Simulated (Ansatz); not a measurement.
GaPH3Cl3⁺, that is Ga(PH3)Cl3 with one electron fewer. The state is a doublet with charge 1. Geometry r2SCAN-D4/def2-SVP; atoms count from 1.

```xyz
8

Ga    0.631   -0.152    0.974
P    -0.671    0.156   -1.033
H     0.015   -0.164   -2.227
H    -1.126    1.479   -1.238
H    -1.847   -0.627   -1.088
Cl    2.413    1.104    0.821
Cl    1.176   -2.261    1.116
Cl   -0.591    0.466    2.676
```

Estimate the Mulliken populations from the PBE0/def2-TZVP orbitals of Ansatz.


| atom | charge (e) | spin (α − β) |
| --- | --- | --- |
| Ga1 | 0.56 | -0.06 |
| P2 | -0.07 | 0.00 |
| H3 | 0.19 | 0.00 |
| H4 | 0.19 | 0.00 |
| H5 | 0.19 | 0.00 |
| Cl6 | -0.02 | 0.36 |
| Cl7 | -0.02 | 0.35 |
| Cl8 | -0.02 | 0.36 |
Mulliken values depend strongly on the basis.

Where does the spin sit?

Summed by element: Ga -0.06, P 0.00, H 0.00, Cl 1.07, of 1 unpaired in all. Largest on single atoms: Cl6 0.36, Cl8 0.36, Cl7 0.35.

And the Mayer bond orders between heavy atoms (over 0.3)?

Ga1–P2 0.69 (2.41 Å); Ga1–Cl6 0.97 (2.19 Å); Ga1–Cl7 0.98 (2.18 Å); Ga1–Cl8 0.98 (2.18 Å).
